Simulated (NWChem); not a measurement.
All runs are NWChem calculations. System: BF (+1), charge 1, spin multiplicity 2, at a geometry optimised with UPBE0/def2-SVP. The structure started from a generated list of species. Its SCF solution wasn't tested for a lower state. Level: UTPSS/cc-pVTZ.

Input file:

```
start mol
memory heap 200 mb stack 900 mb global 1100 mb
charge 1
geometry units angstroms nocenter noautoz
  B      0.000000     0.000000     0.780897
  F      0.000000     0.000000    -0.433831
  symmetry group C2v
end
basis spherical
  * library cc-pvtz
end
dft
  xc xtpss03 ctpss03
  odft
  mult 2
  semidirect memsize 60000000 filesize 0
  iterations 100
  grid fine
end
task dft energy
```

Output (cleaned and shortened):

```
             Northwest Computational Chemistry Package (NWChem) 7.3.0
             --------------------------------------------------------

                                NWChem Input Module
                                -------------------

 Scaling coordinates for geometry "geometry" by  1.889725989
 (inverse scale =  0.529177249)

 Turning off AUTOSYM since
 SYMMETRY directive was detected!

                             Geometry "geometry" -> ""
                             -------------------------

 Output coordinates in angstroms (scale by  1.889725989 to convert to a.u.)

  No.       Tag          Charge          X              Y              Z
 ---- ---------------- ---------- -------------- -------------- --------------
    1 B                    5.0000     0.00000000     0.00000000     0.78089700
    2 F                    9.0000     0.00000000     0.00000000    -0.43383100

 Effective nuclear repulsion energy (a.u.)      19.6035459831

            Nuclear Dipole moment (a.u.)
            ----------------------------
        X                 Y               Z
 ---------------- ---------------- ----------------
     0.0000000000     0.0000000000     0.0000113384

      Symmetry information
      --------------------

 Group name             C2v
 Group number             16
 Group order               4
 No. of unique centers     2

      Symmetry unique atoms

     1    2


 Summary of "ao basis" -> "" (spherical)
 ------------------------------------------------------------------------------
       Tag                 Description            Shells   Functions and Types
 ---------------- ------------------------------  ------  ---------------------
 *                          cc-pvtz                   on all atoms

                                 NWChem DFT Module
                                 -----------------

 Summary of "ao basis" -> "ao basis" (spherical)
 ------------------------------------------------------------------------------
       Tag                 Description            Shells   Functions and Types
 ---------------- ------------------------------  ------  ---------------------
 B                          cc-pvtz                 10       30   4s3p2d1f
 F                          cc-pvtz                 10       30   4s3p2d1f

 Summary of "ao basis" -> "ao basis" (spherical)
 ------------------------------------------------------------------------------
       Tag                 Description            Shells   Functions and Types
 ---------------- ------------------------------  ------  ---------------------
 B                          cc-pvtz                 10       30   4s3p2d1f
 F                          cc-pvtz                 10       30   4s3p2d1f

      Symmetry analysis of basis
      --------------------------

        a1         26
        a2          6
        b1         14
        b2         14

            General Information
            -------------------
          SCF calculation type: DFT
          Wavefunction type:  spin polarized.
          No. of atoms     :     2
          No. of electrons :    13
           Alpha electrons :     7
            Beta electrons :     6
          Charge           :     1
          Spin multiplicity:     2
          Use of symmetry is: on ; symmetry adaption is: on
          Maximum number of iterations: 100
          AO basis - number of functions:    60
                     number of shells:    20
          Convergence on energy requested:  1.00D-06
[...]
                     DFT Final Beta Molecular Orbital Analysis
                     -----------------------------------------

 Vector    4  Occ=1.000000D+00  E=-8.894500D-01  Symmetry=a1
              MO Center=  1.0D-16,  3.8D-16, -4.4D-01, r^2= 5.0D-01
   Bfn.  Coefficient  Atom+Function         Bfn.  Coefficient  Atom+Function
  ----- ------------  ---------------      ----- ------------  ---------------
    40      0.404804  2 F  pz                37      0.351130  2 F  pz
    34     -0.261822  2 F  s                  2      0.244508  1 B  s
    32     -0.183781  2 F  s                 43      0.183649  2 F  pz
     7     -0.149452  1 B  pz                10     -0.106866  1 B  pz
     3      0.080421  1 B  s                 33     -0.061976  2 F  s

 Vector    5  Occ=1.000000D+00  E=-8.092813D-01  Symmetry=b1
              MO Center= -5.0D-16,  6.7D-32, -3.1D-01, r^2= 5.4D-01
   Bfn.  Coefficient  Atom+Function         Bfn.  Coefficient  Atom+Function
  ----- ------------  ---------------      ----- ------------  ---------------
    38      0.445141  2 F  px                35      0.377799  2 F  px
    41      0.254559  2 F  px                 5      0.127090  1 B  px
     8      0.124999  1 B  px                17      0.039810  1 B  d  1
    22      0.027726  1 B  d  1

 Vector    6  Occ=1.000000D+00  E=-8.092813D-01  Symmetry=b2
              MO Center=  4.3D-32, -3.9D-16, -3.1D-01, r^2= 5.4D-01
   Bfn.  Coefficient  Atom+Function         Bfn.  Coefficient  Atom+Function
  ----- ------------  ---------------      ----- ------------  ---------------
    39      0.445141  2 F  py                36      0.377799  2 F  py
    42      0.254559  2 F  py                 6      0.127090  1 B  py
     9      0.124999  1 B  py                15     -0.039810  1 B  d -1
    20     -0.027726  1 B  d -1

 Vector    7  Occ=0.000000D+00  E=-5.717542D-01  Symmetry=a1
              MO Center=  1.4D-15, -4.9D-15,  1.2D+00, r^2= 1.0D+00
   Bfn.  Coefficient  Atom+Function         Bfn.  Coefficient  Atom+Function
  ----- ------------  ---------------      ----- ------------  ---------------
     2      0.491214  1 B  s                 10      0.347560  1 B  pz
     4      0.294329  1 B  s                  7      0.223500  1 B  pz
     3      0.121657  1 B  s                 40     -0.103960  2 F  pz
    37     -0.094246  2 F  pz                34      0.076296  2 F  s
    32     -0.067135  2 F  s                 21     -0.039730  1 B  d  0

 Vector    8  Occ=0.000000D+00  E=-3.675510D-01  Symmetry=b2
              MO Center= -1.7D-30,  4.6D-15,  7.4D-01, r^2= 1.4D+00
   Bfn.  Coefficient  Atom+Function         Bfn.  Coefficient  Atom+Function
  ----- ------------  ---------------      ----- ------------  ---------------
     9      0.588397  1 B  py                 6      0.393462  1 B  py
    12      0.238218  1 B  py                42     -0.220987  2 F  py
    39     -0.208410  2 F  py                36     -0.174201  2 F  py

 Vector    9  Occ=0.000000D+00  E=-3.675510D-01  Symmetry=b1
              MO Center= -1.3D-15,  4.7D-31,  7.4D-01, r^2= 1.4D+00
   Bfn.  Coefficient  Atom+Function         Bfn.  Coefficient  Atom+Function
  ----- ------------  ---------------      ----- ------------  ---------------
     8      0.588397  1 B  px                 5      0.393462  1 B  px
    11      0.238218  1 B  px                41     -0.220987  2 F  px
    38     -0.208410  2 F  px                35     -0.174201  2 F  px

   alpha - beta orbital overlaps
   -----------------------------

   alpha      1      2      3      4      5      6      7      8      9     10
    beta      1      2      3      4      6      5      7      8      9     10
 overlap   1.000  1.000  1.000  0.999  0.999  0.999  0.997  0.998  0.998  0.996

   alpha     11     12     13     14     15     16     17     18     19     20
    beta     13     11     12     14     16     15     18     17     19     20
 overlap   0.998  0.999  0.999  0.997  1.000  1.000  0.999  0.999  0.998  1.000

   alpha     21     22     23     24     25     26     27     28     29     30
    beta     21     22     23     25     24     26     28     27     30     29
 overlap   1.000  0.998  0.999  1.000  1.000  0.999  0.999  0.999  0.999  0.999

   alpha     31     32     33     34     35     36     37     38     39     40
    beta     31     32     33     34     35     36     37     39     38     40
 overlap   1.000  1.000  0.999  0.999  0.999  1.000  1.000  1.000  1.000  1.000

   alpha     41     42     43     44     45     46     47     48     49     50
    beta     42     41     43     44     46     45     47     48     49     50
 overlap   1.000  1.000  1.000  1.000  1.000  1.000  1.000  1.000  1.000  1.000

   alpha     51     52     53     54     55     56     57     58     59     60
    beta     51     52     53     54     55     56     58     57     59     60
 overlap   1.000  1.000  1.000  1.000  1.000  1.000  1.000  1.000  1.000  1.000

     --------------------------
     Expectation value of S2:
     --------------------------
      <S2> =      0.7532 (Exact =     0.7500)

 center of mass
 --------------
 x =   0.00000000 y =   0.00000000 z =   0.02235867

 moments of inertia (a.u.)
 ------------------
          36.728232590249           0.000000000000           0.000000000000
           0.000000000000          36.728232590249           0.000000000000
           0.000000000000           0.000000000000           0.000000000000

     Multipole analysis of the density
     ---------------------------------

     L   x y z        total         alpha         beta         nuclear
     -   - - -        -----         -----         ----         -------
     0   0 0 0      1.000000     -7.000000     -6.000000     14.000000

     1   1 0 0     -0.000000     -0.000000     -0.000000      0.000000
     1   0 1 0     -0.000000     -0.000000     -0.000000      0.000000
     1   0 0 1      1.306608     -0.526289      1.832886      0.000011

     2   2 0 0     -5.487253     -3.330292     -2.156961      0.000000
     2   1 1 0     -0.000000     -0.000000     -0.000000      0.000000
     2   1 0 1      0.000000     -0.000000      0.000000      0.000000
     2   0 2 0     -5.487253     -3.330292     -2.156961      0.000000
     2   0 1 1     -0.000000     -0.000000      0.000000      0.000000
     2   0 0 2     -3.757730    -13.428704     -7.266172     16.937146

 Task  times  cpu:        1.1s     wall:        1.1s

 Total times  cpu:        1.1s     wall:        1.1s
```
